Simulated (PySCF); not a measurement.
C₃H₈NO, charge +1, singlet, geometry from GFN2-xTB. Base run: B3LYP/6-31G (PySCF).

Here is a job for PySCF.
```python
from pyscf import gto, scf, dft

mol = gto.M(
    atom='''
C    -0.73167972   -1.14649548    0.58147152
N    -0.32749045    0.16294619    0.12467996
C    -1.27175011    1.22630015    0.36089755
C     0.80219514    0.36526470   -0.45731035
O     1.63846582   -0.60936410   -0.66156684
H    -0.93219996   -1.11495839    1.65241951
H     0.04658152   -1.87864371    0.38168376
H    -1.64787047   -1.44599768    0.07212058
H    -0.90275906    2.17745703   -0.01518407
H    -1.46261890    1.31766064    1.43103265
H    -2.21775428    0.99337170   -0.12983891
H     1.04430255    1.37695391   -0.77701860
H     2.46443317   -0.36197009   -1.10579244
''',
    basis='6-31g',
    charge=1,
    verbose=4,
)

mf = dft.RKS(mol)
mf.xc = 'b3lyp'
mf.kernel()
```

Each row names what was changed in the base input (with any setting that the change needs).

| change | E (Eh) | HOMO (eV) | HOMO-LUMO gap (eV) | core-seconds (rough) |
|---|---|---|---|---|
| base | -248.77965 | -13.50 | 7.10 | 10 |
| functional = hse06 | (withheld) | (withheld) | (withheld) | 20 |
| functional = b3lyp5 | -248.63202 | -13.41 | 7.10 | 10 |
| functional = tpssh | -248.79222 | -13.02 | 6.36 | 10 |
| functional = pbe0; dispersion = d3bj | -248.49594 | -13.75 | 7.58 | 10 |
| functional = pbe | (withheld) | -12.37 | 5.24 | 10 |
| functional = blyp; dispersion = d3bjm | -248.70937 | -12.24 | 5.23 | 9 |
| functional = bhandhlyp | -248.61773 | -14.99 | 9.97 | 10 |
| functional = pbe0 | -248.48853 | -13.75 | 7.58 | 10 |
| functional = scan | (withheld) | (withheld) | (withheld) | 20 |
| functional = tpss | -248.82139 | -12.48 | 5.45 | 20 |
| functional = hf | -247.22743 | -16.92 | 14.85 | 1 |
| functional = pbe; dispersion = d4 | (withheld) | -12.37 | 5.24 | 10 |

Complete the blanks.


- functional = hse06, E (Eh): -248.50987
- functional = hse06, HOMO (eV): -13.35
- functional = hse06, HOMO-LUMO gap (eV): 6.79
- functional = pbe, E (Eh): -248.47541
- functional = scan, E (Eh): -248.66637
- functional = scan, HOMO (eV): -12.69
- functional = scan, HOMO-LUMO gap (eV): 5.69
- functional = pbe; dispersion = d4, E (Eh): -248.48251

Absolute energies of different levels of theory aren't comparable as measures of quality.
